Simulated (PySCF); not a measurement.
`FCC(F)(F)CN[SiH2][SiH3]`: 4 charge schemes on one density

Compound: C₃H₁₀F₃NSi₂.
Atom-mapped SMILES: `[F:1][CH2:2][C:3]([F:4])([F:5])[CH2:6][NH:7][SiH2:8][SiH3:9]` (hydrogens: H10, H11 on C2; H12, H13 on C6; H14 on N7; H15, H16 on Si8; H17, H18, H19 on Si9)

Structure used (GFN2-xTB), in Å, numbered top down from 1:
```
atom  x, y, z in Å
F1    -3.6082    1.1652   -0.2008
C2    -3.2461   -0.1492   -0.1575
C3    -1.7854   -0.2997    0.2821
F4    -1.6993   -0.2142    1.6413
F5    -1.4094   -1.5801   -0.0046
C6    -0.8200    0.7060   -0.3618
N7     0.5174    0.5999    0.1291
Si8    1.6830   -0.5003   -0.5239
Si9    3.6720    0.0634    0.4840
H10   -3.9075   -0.6570    0.5518
H11   -3.3640   -0.5625   -1.1636
H12   -0.8167    0.5186   -1.4368
H13   -1.2239    1.7073   -0.1716
H14    0.5633    0.8100    1.1153
H15    1.3236   -1.9230   -0.3864
H16    1.5938   -0.2178   -1.9658
H17    4.0784    1.4591    0.2959
H18    3.6868   -0.1597    1.9343
H19    4.7526   -0.7566   -0.0682
```

Density: PBE0/pcSseg-1 (PySCF); schemes: Mulliken, IAO, Hirshfeld and ESP-fitted. Geometry: GFN2-xTB, one conformer, isolated molecule.

Question: Which atoms carry the highest charge in the Mulliken, IAO, Hirshfeld and ESP-fitted schemes?

Answer: The schemes don't all agree: Mulliken Si8 (+0.494); IAO Si8 (+0.605); Hirshfeld Si8 (+0.274); ESP-fitted C3 (+0.501).

Question: At which atom do the 4 schemes differ most?

Answer: At N7: from -0.712 (ESP-fitted) to -0.246 e (Hirshfeld), 0.466 e apart.

Question: Tabulate the Mulliken, IAO, Hirshfeld and ESP-fitted charges.

Answer: In e:

```tsv
atom	environment	Mulliken	IAO	Hirshfeld	ESP-fitted
F1	alkyl fluorine	-0.327	-0.316	-0.102	-0.208
C2	sp3 C–F carbon	+0.204	+0.010	+0.011	-0.103
C3	CF2 carbon	+0.362	+0.538	+0.173	+0.501
F4	fluorine of a CF2 group	-0.303	-0.306	-0.103	-0.234
F5	fluorine of a CF2 group	-0.300	-0.305	-0.090	-0.252
C6	sp3 carbon bound to nitrogen	+0.026	-0.174	-0.043	+0.003
N7	silicon-bound nitrogen	-0.682	-0.663	-0.246	-0.712
Si8	SiH2 silicon	+0.494	+0.605	+0.274	+0.384
Si9	SiH3 silicon	+0.134	+0.267	+0.213	+0.129
H10	methylene hydrogen	+0.131	+0.162	+0.055	+0.142
H11	methylene hydrogen	+0.120	+0.155	+0.052	+0.115
H12	methylene hydrogen	+0.132	+0.152	+0.050	+0.105
H13	methylene hydrogen	+0.147	+0.161	+0.044	+0.090
H14	N–H hydrogen	+0.203	+0.258	+0.107	+0.371
H15	Si–H hydrogen	-0.077	-0.137	-0.093	-0.087
H16	Si–H hydrogen	-0.091	-0.124	-0.082	-0.077
H17	Si–H hydrogen	-0.052	-0.092	-0.071	-0.053
H18	Si–H hydrogen	-0.058	-0.095	-0.073	-0.051
H19	Si–H hydrogen	-0.062	-0.098	-0.077	-0.061
```

Mean size of the charges over all atoms: IAO 0.243 e, Mulliken 0.205 e, ESP-fitted 0.194 e, Hirshfeld 0.103 e. Each set sums to the total charge, 0, to within 0.001 e. The IAO scheme counts the electrons in orthogonalised intrinsic atomic orbitals, a minimal basis polarised so that it spans the occupied orbitals exactly. The Hirshfeld scheme weights the molecular density at each point by an atom's share of the summed free-atom densities.

Question: How closely do the schemes follow one another over all atoms?

Answer: Correlation coefficient and root-mean-square difference: IAO with Hirshfeld 0.96, 0.184 e; Mulliken with IAO 0.96, 0.090 e; IAO with ESP-fitted 0.95, 0.094 e; Mulliken with ESP-fitted 0.93, 0.098 e; Mulliken with Hirshfeld 0.90, 0.161 e; Hirshfeld with ESP-fitted 0.89, 0.162 e.

Question: How many electrons does the ESP-fitted scheme count on C3?

Answer: Z − q = 6 − (+0.501) = 5.499.
